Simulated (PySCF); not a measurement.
Ground-state electric properties of a mixed set of molecules.

All values: CAM-B3LYP/def2-SVPD (PySCF) at GFN2-xTB geometries, gas phase, one conformer each. Core orbitals are frozen in the response; Δα² is half the sum of the squared differences of the principal polarisabilities.

Problem. Rank by HOMO energy, lowest first.
A. `O=CO/C=C1/C[SiH2]S1`
B. `OCCCO`
C. `N#C/C(C=O)=N\[SiH3]`
D. `CCCCF`

Solution. D (-10.52 eV), C (-9.63 eV), B (-9.10 eV), A (-7.63 eV).

Problem. Rank by HOMO–LUMO gap, lowest first.
A. `OCCCO`
B. `C(CCF)C`
C. `O=CO/C=C1/C[SiH2]S1`
D. `[SiH3]/N=C(\C#N)C=O`

Solution. D (7.13 eV), C (7.84 eV), A (10.15 eV), B (11.95 eV).

Problem. Rank by polarisability anisotropy Δα, lowest first.
A. `[OH:1][CH2:2][CH2:3][CH2:4][OH:5]` with H–O1–C2–C3 -53°, O1–C2–C3–C4 66°, C2–C3–C4–O5 -62°, C3–C4–O5–H -62°
B. `[N:1]#[C:2]/[C:3]([CH:4]=[O:5])=[N:6]\[SiH3:7]` with C2–C3–C4–O5 0°
C. `[CH3:1][CH2:2][CH2:3][CH2:4][F:5]` with C1–C2–C3–C4 180°, C2–C3–C4–F5 -66°
D. `[O:1]=[CH:2][O:3]/[CH:4]=[C:5]1/[CH2:6][SiH2:7][S:8]1` with O1–C2–O3–C4 0°, C2–O3–C4–C5 -179°

Solution. A (0.83 Å³), C (1.54 Å³), B (5.92 Å³), D (10.35 Å³).

All values together:

```
             SMILES    formula  μ (D)  HOMO (eV)  LUMO (eV)  α (Å³)  Δα (Å³)  electrons  α per electron (Å³)
              CCCCF      C4H9F   1.85     -10.52       1.43    7.65     1.54         42                0.182
        CC[C@H](C)F      C4H9F   1.93     -10.51       1.41    7.63     1.51         42                0.182
N#C/C(C=O)=N\[SiH3]  C3H4N2OSi   3.89      -9.63      -2.49   11.25     5.92         58                0.194
O=CO/C=C1/C[SiH2]S1  C4H6O2SSi   3.23      -7.63       0.22   15.29    10.35         76                0.201
              OCCCO     C3H8O2   2.72      -9.10       1.05    7.12     0.83         42                0.169
```

Conformers: `[CH3:1][CH2:2][CH2:3][CH2:4][F:5]` with C1–C2–C3–C4 180°, C2–C3–C4–F5 -66°; `[CH3:1][CH2:2][C@H:3]([CH3:4])[F:5]` with C1–C2–C3–C4 -177°; `[N:1]#[C:2]/[C:3]([CH:4]=[O:5])=[N:6]\[SiH3:7]` with C2–C3–C4–O5 0°; `[O:1]=[CH:2][O:3]/[CH:4]=[C:5]1/[CH2:6][SiH2:7][S:8]1` with O1–C2–O3–C4 0°, C2–O3–C4–C5 -179°; `[OH:1][CH2:2][CH2:3][CH2:4][OH:5]` with H–O1–C2–C3 -53°, O1–C2–C3–C4 66°, C2–C3–C4–O5 -62°, C3–C4–O5–H -62°.
